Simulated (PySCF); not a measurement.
HO₄S, SMILES [O]S(=O)(=O)O, doublet, CAM-B3LYP/def2-SVP optimised geometry.

```
6

O     -1.08     0.97     0.00
S     -0.35    -0.34     0.00
O     -1.08    -0.97    -1.14
O      1.08    -0.34     0.00
O     -0.78    -1.12     1.32
H     -1.75    -1.16     1.39
```

Density from unrestricted CAM-B3LYP/def2-TZVP in PySCF at that geometry.

Minimum of the electron density along straight lines between bonded atoms, close to the bond critical point (lines longer than 1.1 times the sum of covalent radii, or with two minima, are not listed):

| bond | length / Å | ρ at the minimum / e bohr⁻³ | ∇²ρ there / e bohr⁻⁵ | position (fraction from the first atom) |
|---|---|---|---|---|
| O1–S2 | 1.496 | 0.285 | 0.41 | 0.60 |
| S2–O3 | 1.496 | 0.286 | 0.42 | 0.40 |
| S2–O4 | 1.429 | 0.322 | 0.93 | 0.40 |
| S2–O5 | 1.595 | 0.238 | -0.10 | 0.40 |
| O5–H6 | 0.972 | 0.344 | -2.38 | 0.81 |
